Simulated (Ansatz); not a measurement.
`[SiH3]/C=C/Br` and `O[SiH2]/C=C/[SiH3]` differ in one atom or group.

Ansatz, PBE0-D4/def2-TZVP geometries, multiplicity 1. Each molecule was computed in one conformer, which needn't be the lowest.

Scalar relativity is left out up to krypton.

```json
{"property": "size of the dipole moment (ωB97M-V/def2-TZVPP) / D", "`[SiH3]/C=C/Br`": "0.90"}
{"property": "LUMO energy (PBE/def2-TZVPP) / eV", "`[SiH3]/C=C/Br`": "-1.80"}
{"property": "HOMO energy (ωB97M-V/def2-TZVPP) / eV", "`[SiH3]/C=C/Br`": "-9.68"}
{"property": "LUMO energy (B3LYP/def2-TZVPP) / eV", "`[SiH3]/C=C/Br`": "-1.03"}
{"property": "HOMO–LUMO gap (ωB97M-V/def2-TZVPP) / eV", "`[SiH3]/C=C/Br`": "10.94"}
{"property": "size of the dipole moment (B3LYP/def2-TZVPP) / D", "`[SiH3]/C=C/Br`": "0.88"}
```

(1) What does the change do to each property? (Estimate.)

## Answers

(1) The calculation gave: 
| property | `O[SiH2]/C=C/[SiH3]` | shift |
| --- | --- | --- |
| size of the dipole moment (ωB97M-V/def2-TZVPP) / D | 1.23 | 0.33 |
| LUMO energy (PBE/def2-TZVPP) / eV | -1.93 | -0.13 |
| HOMO energy (ωB97M-V/def2-TZVPP) / eV | -10.20 | -0.52 |
| LUMO energy (B3LYP/def2-TZVPP) / eV | -1.15 | -0.12 |
| HOMO–LUMO gap (ωB97M-V/def2-TZVPP) / eV | 11.31 | 0.37 |
| size of the dipole moment (B3LYP/def2-TZVPP) / D | 1.21 | 0.33 |

With PBE0 the HOMO falls by 0.47 eV and the LUMO falls by 0.13 eV, so the gap widens by about 0.34 eV. PBE moves the HOMO by -0.45 eV and ωB97M-V by -0.52 eV. Dipoles are sizes alone; their direction can turn.

B3LYP here is the variant with VWN-RPA as its local correlation; programs differ in this.

Spin–orbit coupling is left out; it splits and shifts lone-pair levels of the heavy atoms by tenths of an eV.
